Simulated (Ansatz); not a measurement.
Question: Name a neutral molecule of F, O, Si and H with HOMO–LUMO gap (ωB97M-V/def2-TZVPP) between 13.65 and 13.95 eV and LUMO energy (PBE/def2-TZVPP) between -0.70 and -0.40 eV (Ansatz, PBE0-D4/def2-TZVP geometry).

Answer: `F[SiH2]O[SiH2]F` (13.75 eV, -0.53 eV); `F[SiH2]O[SiH](F)F` (13.93 eV, -0.54 eV); `O[SiH](O)O[Si](F)(F)F` (13.94 eV, -0.55 eV). Other molecules can fit too; these were computed, each in one conformer that needn't be the lowest.
